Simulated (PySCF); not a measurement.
C₇H₁₃B.
Numbering: `[BH2:1][C@@H:2]1[CH2:3][C@@H:4]2[CH2:5][CH2:6][CH2:7][C@H:8]12` (hydrogens: H9, H10 on B1; H11 on C2; H12, H13 on C3; H14 on C4; H15, H16 on C5; H17, H18 on C6; H19, H20 on C7; H21 on C8)

Method used: PySCF, PBE0-D3(BJ)/def2-SVP geometry optimisation, gas phase.

(1) List the bond lengths, angles and torsions at this level.

Results:

(1) 
```tsv
bond	length (bohr)
B1–C2	2.923
C2–C3	2.922
C3–C4	2.919
C4–C5	2.894
C5–C6	2.894
C6–C7	2.888
C7–C8	2.882
C2–C8	2.943
C4–C8	2.952
B1–H9, B1–H10	2.291
C2–H11	2.110
C3–H12	2.078
C3–H13	2.083
C4–H14	2.078
C5–H15	2.084
C5–H16	2.083
C6–H17	2.080
C6–H18	2.091
C7–H19	2.080
C7–H20	2.085
C8–H21	2.078
```

Bonds in one row agree within 0.02 bohr and their mean is given. A selection of angles:
```tsv
angle	degrees
B1–C2–C3	122.1
B1–C2–C8	123.4
C3–C2–C8	90.5
C2–C3–C4	89.9
C3–C4–C5	115.8
C3–C4–C8	90.4
C5–C4–C8	105.4
C4–C5–C6	104.8
C5–C6–C7	103.2
C6–C7–C8	103.6
C2–C8–C7	116.4
C2–C8–C4	88.9
C4–C8–C7	106.1
```

Dihedral angles: B1–C2–C3–C4 -127° (anticlinal); C2–C3–C4–C5 103° (anticlinal); C3–C4–C5–C6 -78° (synclinal); C4–C5–C6–C7 -38° (synclinal); C5–C6–C7–C8 41° (synclinal); C6–C7–C8–C2 69° (synclinal); B1–C2–C8–C7 18° (synperiplanar); C3–C4–C8–C7 122° (anticlinal).

The C–C distances run from 1.525 Å (C7–C8, drawn single) to 1.562 Å (C4–C8, drawn single), a spread of 0.037 Å. The 5-membered ring C4–C5–C6–C7–C8 has internal angles of 103.2° to 106.1°; it is puckered, 0.18 Å rms from its mean plane, widest ring torsion 41°. Of the pairs four or more bonds apart, C2···H18 is among the closest relative to their van der Waals radii: 2.83 Å, 98 % of the sum of Bondi's values. The 4-membered ring C2–C3–C4–C8 has internal angles of 88.9° to 90.5° (sum 360°, against 360° for a flat polygon); it is almost planar, 0.03 Å rms from its mean plane, widest ring torsion 4°. B1 (three-coordinate boron) is planar (angles 121.3°, 120.1° and 118.3°, sum 359.8°, 0.03 Å off the plane of its three neighbours).

Point group: C1 (no symmetry element, even within 0.4 Å). No PBE0-D3(BJ)/def2-SVP frequencies stand behind this structure, so it isn't proved a minimum. One conformer, not necessarily the lowest (H–B1–C2–C3 152° and -33°, B1–C2–C3–C4 -127°, C2–C3–C4–C5 103°, C3–C4–C5–C6 -78°, C4–C5–C6–C7 -38°).
